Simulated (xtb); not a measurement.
Job for xtb: GFN2-xTB on CH5B (SMILES BC), a point of a torsion scan.

```
$ xtb mol.xyz --gfn 2 --opt vtight --chrg 0 --uhf 0 --input xcontrol
7

B      0.88910798     0.03224143     0.01214640
C     -0.68357999    -0.05448549     0.00362847
H      1.61733327    -0.88745853    -0.03569391
H      1.33228576     1.13655555     0.03953215
H     -1.09552009     0.39380751     0.92758080
H     -0.95703146    -1.12055836    -0.08414315
H     -1.10242753     0.49680191    -0.86253441
$constrain
  force constant=1.0
  dihedral: 3,1,2,5,120.0
$end
```

It printed:

```
[...]
           -------------------------------------------------
          |                Calculation Setup                |
           -------------------------------------------------



           -------------------------------------------------
          |                 G F N 2 - x T B                 |
           -------------------------------------------------

        Reference                      10.1021/acs.jctc.8b01176
      * Hamiltonian:
        H0-scaling (s, p, d)           1.850000    2.230000    2.230000
        zeta-weighting                 0.500000
      * Dispersion:
        s8                             2.700000
        a1                             0.520000
        a2                             5.000000
        s9                             5.000000
      * Repulsion:
        kExp                           1.500000    1.000000
        rExp                           1.000000
      * Coulomb:
        alpha                          2.000000
        third order                    shell-resolved
        anisotropic                    true
        a3                             3.000000
        a5                             4.000000
        cn-shift                       1.200000
        cn-exp                         4.000000
        max-rad                        5.000000


          ...................................................
          :                      SETUP                      :
          :.................................................:
          :  # basis functions                  13          :
          :  # atomic orbitals                  13          :
          :  # shells                            9          :
          :  # electrons                        12          :
          :  max. iterations                   250          :
          :  Hamiltonian                  GFN2-xTB          :
          :  restarted?                      false          :
          :  GBSA solvation                  false          :
          :  PC potential                    false          :
          :  electronic temp.          300.0000000     K    :
          :  accuracy                    1.0000000          :
          :  -> integral cutoff          0.2500000E+02      :
          :  -> integral neglect         0.1000000E-07      :
          :  -> SCF convergence          0.1000000E-05 Eh   :
          :  -> wf. convergence          0.1000000E-03 e    :
          :  Broyden damping             0.4000000          :
          :  net charge                          0          :
          :  unpaired electrons                  0          :
          ...................................................

 iter      E             dE          RMSdq      gap      omega  full diag
   1     -5.8049570 -0.580496E+01  0.100E+01    6.10       0.0  T
   2     -5.9646551 -0.159698E+00  0.745E+00    3.58       1.0  T
   3     -5.9684053 -0.375018E-02  0.342E+00    4.54       1.0  T
   4     -5.9715952 -0.318990E-02  0.971E-01    4.07       1.0  T
   5     -5.9772138 -0.561864E-02  0.303E-01    4.43       1.0  T
   6     -5.9774268 -0.212988E-03  0.126E-01    4.32       1.0  T
   7     -5.9775039 -0.771008E-04  0.175E-02    4.35       2.2  T
   8     -5.9775033  0.570857E-06  0.142E-02    4.35       2.7  T
   9     -5.9775049 -0.160168E-05  0.286E-03    4.35      13.2  T
  10     -5.9775050 -0.626613E-07  0.552E-04    4.35      68.5  T
  11     -5.9775050 -0.279550E-08  0.103E-04    4.35     367.7  T

   *** convergence criteria satisfied after 11 iterations ***

         #    Occupation            Energy/Eh            Energy/eV
      -------------------------------------------------------------
         1        2.0000           -0.5711507             -15.5418
         2        2.0000           -0.4926477             -13.4056
         3        2.0000           -0.4721774             -12.8486
         4        2.0000           -0.4642809             -12.6337
         5        2.0000           -0.4226765             -11.5016
         6        2.0000           -0.4114579             -11.1963 (HOMO)
         7                         -0.2515720              -6.8456 (LUMO)
         8                          0.1443750               3.9286
         9                          0.1729842               4.7071
        10                          0.2048221               5.5735
        11                          0.2445541               6.6547
       ...                                ...                  ...
        13                          0.3888118              10.5801
      -------------------------------------------------------------
                  HL-Gap            0.1598859 Eh            4.3507 eV
             Fermi-level           -0.3315149 Eh           -9.0210 eV

 SCC (total)                   0 d,  0 h,  0 min,  0.002 sec
 SCC setup                      ...        0 min,  0.000 sec (  3.624%)
 Dispersion                     ...        0 min,  0.000 sec (  1.934%)
 classical
[...]
.4944000             -13.4533
         3        2.0000           -0.4715479             -12.8315
         4        2.0000           -0.4637189             -12.6184
         5        2.0000           -0.4210422             -11.4571
         6        2.0000           -0.4166513             -11.3377 (HOMO)
         7                         -0.2493113              -6.7841 (LUMO)
         8                          0.1809592               4.9241
         9                          0.1909314               5.1955
        10                          0.2167150               5.8971
        11                          0.2709789               7.3737
       ...                                ...                  ...
        13                          0.4083229              11.1110
      -------------------------------------------------------------
                  HL-Gap            0.1673400 Eh            4.5536 eV
             Fermi-level           -0.3329813 Eh           -9.0609 eV

 SCC (total)                   0 d,  0 h,  0 min,  0.001 sec
 SCC setup                      ...        0 min,  0.000 sec (  4.103%)
 Dispersion                     ...        0 min,  0.000 sec (  2.405%)
 classical contributions        ...        0 min,  0.000 sec (  0.533%)
 integral evaluation            ...        0 min,  0.000 sec ( 20.178%)
 iterations                     ...        0 min,  0.000 sec ( 23.399%)
 molecular gradient             ...        0 min,  0.000 sec ( 43.421%)
 printout                       ...        0 min,  0.000 sec (  5.479%)

         :::::::::::::::::::::::::::::::::::::::::::::::::::::
         ::                     SUMMARY                     ::
         :::::::::::::::::::::::::::::::::::::::::::::::::::::
         :: total energy              -5.902399152017 Eh    ::
         :: gradient norm              0.000048729381 Eh/a0 ::
         :: HOMO-LUMO gap              4.553553253076 eV    ::
         ::.................................................::
         :: SCC energy                -5.990044781827 Eh    ::
         :: -> isotropic ES            0.020081986381 Eh    ::
         :: -> anisotropic ES          0.004801258629 Eh    ::
         :: -> anisotropic XC          0.001861197277 Eh    ::
         :: -> dispersion             -0.001765187359 Eh    ::
         :: repulsion energy           0.087645629109 Eh    ::
         :: add. restraining           0.000000000702 Eh    ::
         :: total charge               0.000000000000 e     ::
         :::::::::::::::::::::::::::::::::::::::::::::::::::::

           -------------------------------------------------
          |                Property Printout                |
           -------------------------------------------------

    * Orbital Energies and Occupations

         #    Occupation            Energy/Eh            Energy/eV
      -------------------------------------------------------------
         1        2.0000           -0.5745172             -15.6334
         2        2.0000           -0.4944000             -13.4533
         3        2.0000           -0.4715479             -12.8315
         4        2.0000           -0.4637189             -12.6184
         5        2.0000           -0.4210422             -11.4571
         6        2.0000           -0.4166513             -11.3377 (HOMO)
         7                         -0.2493113              -6.7841 (LUMO)
         8                          0.1809592               4.9241
         9                          0.1909314               5.1955
        10                          0.2167150               5.8971
        11                          0.2709789               7.3737
        12                          0.3634901               9.8911
        13                          0.4083229              11.1110
      -------------------------------------------------------------
                  HL-Gap            0.1673400 Eh            4.5536 eV
             Fermi-level           -0.3329813 Eh           -9.0609 eV

     #   Z          covCN         q      C6AA      α(0)
     1   5 B        2.778     0.245    17.668     7.028
     2   6 C        3.674    -0.188    24.458     7.087
     3   1 H        0.939    -0.093     5.310     3.603
     4   1 H        0.939    -0.095     5.388     3.629
     5   1 H        0.924     0.051     2.308     2.376
     6   1 H        0.925     0.031     2.572     2.508
     7   1 H        0.925     0.049     2.329     2.387

 Mol. C6AA /au·bohr⁶  :        338.241662
 Mol. C8AA /au·bohr⁸  :       7258.647932
 Mol. α(0) /au        :         28.617134


Wiberg/Mayer (AO) data.
largest (>0.10) Wiberg bond orders for each atom

 ---------------------------------------------------------------------------
     #   Z sym  total        # sym  WBO       # sym  WBO       # sym  WBO
 ---------------------------------------------------------------------------
     1   5 B    3.123 --     2 C    1.080     3 H    0.982     4 H    0.980
     2   6 C    3.976 --     1 B    1.080     6 H    0.989     7 H    0.954
Note: The following floating-point exceptions are signalling: IEEE_DENORMAL
normal termination of xtb
                             5 H    0.950
     3   1 H    0.991 --     1 B    0.982
     4   1 H    0.991 --     1 B    0.980
     5   1 H    0.997 --     2 C    0.950
     6   1 H    0.999 --     2 C    0.989
     7   1 H    0.998 --     2 C    0.954
 ---------------------------------------------------------------------------

Topologies differ in total number of bonds
Writing topology from bond orders to xtbtopo.mol

molecular dipole:
                 x           y           z       tot (Debye)
 q only:       -0.143       0.023       0.005
   full:       -0.286       0.032       0.008       0.733
molecular quadrupole (traceless):
                xx          xy          yy          xz          yz          zz
 q only:       -0.421      -0.138      -0.357      -0.023      -0.039       0.778
  q+dip:       -0.390      -0.291       0.403      -0.029       0.013      -0.013
   full:       -1.067      -0.208      -0.723      -0.039      -0.086       1.790

           -------------------------------------------------
          |                Geometry Summary                 |
           -------------------------------------------------

      molecular mass/u    :       27.8614677
   center of mass at/Å    :        0.0545523      -0.0092534      -0.0020384
  moments of inertia/u·Å² :        0.5140595E+01   0.2345245E+02   0.2557501E+02
rotational constants/cm⁻¹ :        0.3279315E+01   0.7188006E+00   0.6591447E+00

 * 6 selected distances

     #   Z          #   Z                                           value/Å
     1   5 B        2   6 C                                       1.5653320 (max)
     1   5 B        3   1 H                                       1.1696786
     1   5 B        4   1 H                                       1.1705489
     2   6 C        5   1 H                                       1.0906364
     2   6 C        6   1 H                                       1.0866017 (min)
     2   6 C        7   1 H                                       1.0901806

 * 3 distinct bonds (by element types)

   Z      Z             #   av. dist./Å        max./Å        min./Å
   1 H    5 B           2     1.1701138     1.1705489     1.1696786
   1 H    6 C           3     1.0891395     1.0906364     1.0866017
   5 B    6 C           1     1.5653320     1.5653320     1.5653320


optimized geometry written to: xtbopt.xyz


           -------------------------------------------------
          | TOTAL ENERGY               -5.902399152017 Eh   |
          | GRADIENT NORM               0.000048729381 Eh/α |
          | HOMO-LUMO GAP               4.553553253076 eV   |
           -------------------------------------------------

------------------------------------------------------------------------
------------------------------------------------------------------------
 total:
 SCF:
 ANC optimizer:
```

The run finished.

Warnings raised: the energy holds the restraint's term.

Cost: about 0.03 core-seconds (a rough figure).
